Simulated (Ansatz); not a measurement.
The cluster Ba13⁻, relaxed as a doublet with UKS PBE/def2-SVP in Ansatz, starting from packed atoms. Force threshold 0.03 eV/Å.

In the def2 sets Ba takes a core potential; there is no spin–orbit coupling. The structure comes from a short search, and lower isomers may exist.

Start:

```xyz
13

Ba    1.8844   -3.8343    0.8990
Ba   -4.3001    1.0448    1.3051
Ba   -0.8863    4.2087   -0.5271
Ba   -4.0824   -3.2161    0.0004
Ba    3.2300    4.6383   -0.8443
Ba    4.0874   -0.5353   -0.5135
Ba   -0.2887    2.1887    3.3530
Ba    1.4658   -3.1382   -3.5649
Ba   -1.4150   -2.4019    3.1800
Ba   -0.4900   -0.0534   -0.2575
Ba    3.4353   -0.0432    3.4229
Ba   -4.3188   -0.0319   -2.9263
Ba    1.6784    1.1738   -3.5267
```

| step | energy (eV) | largest force component (eV/Å) | SCF passes |
| --- | --- | --- | --- |
| 1 | -9012.7499 | 0.370 | 338 |
| 2 | -9013.2371 | 0.357 | 95 |
| 3 | -9013.7135 | 0.362 | 101 |
| 4 | -9014.1288 | 0.345 | 121 |
| 5 | -9014.4965 | 0.323 | 108 |
| 6 | -9014.8100 | 0.293 | 91 |
| 7 | -9015.0657 | 0.235 | 91 |
| 8 | -9015.2652 | 0.145 | 93 |
| 9 | -9015.3602 | 0.098 | 104 |
| 10 | -9015.3671 | 0.075 | 117 |
| 11 | -9015.3842 | 0.022 | 111 |
| 12 | -9015.3845 | 0.009 | 81 |
| 13 | -9015.3846 | 0.005 | 84 |
| 14 | -9015.3848 | 0.009 | 88 |
| 15 (rejected) | -9015.3496 | 0.173 | 109 |
| 16 | -9015.3850 | 0.012 | 86 |
| 17 | -9015.3852 | 0.014 | 88 |
| 18 | -9015.3854 | 0.015 | 86 |
| 19 | -9015.3856 | 0.017 | 90 |

Force components are those of the run's own axes.

End:

```csv
atom,x (Å),y (Å),z (Å)
Ba1,1.5664,-3.8812,0.9349
Ba2,-4.0248,0.8437,1.2394
Ba3,-1.4971,3.8041,-0.9224
Ba4,-2.8032,-3.3029,-0.1662
Ba5,2.8327,3.3495,0.1054
Ba6,3.9486,-0.7919,-1.2320
Ba7,-0.4446,2.7162,3.2645
Ba8,0.4461,-2.7346,-3.2829
Ba9,-1.2397,-1.7120,3.7496
Ba10,-0.0272,-0.0401,0.0156
Ba11,2.9717,-0.1712,3.0735
Ba12,-2.9993,0.1737,-3.0870
Ba13,1.2706,1.7469,-3.6922
```

Bonds formed: Ba1–Ba4, Ba3–Ba12, Ba4–Ba8, Ba5–Ba7, Ba5–Ba10, Ba5–Ba11, Ba8–Ba12, Ba12–Ba13 (atoms count from 1). Metal–metal contacts that move far: Ba10–Ba11 5.38 to 4.29 Å, Ba9–Ba11 5.40 to 4.54 Å, Ba5–Ba6 5.25 to 4.49 Å, Ba3–Ba13 4.98 to 4.42 Å, Ba2–Ba3 5.00 to 4.45 Å.

The force fell under the threshold at step 11, but the optimiser went on. No frequencies were taken in this run, so the end may be a saddle point.

Run time 4.9 min (2 threads of AMD EPYC 7R13 on a shared host and a share (18 GiB) of an NVIDIA H100 80GB HBM3), peak host memory 1.4 GiB.
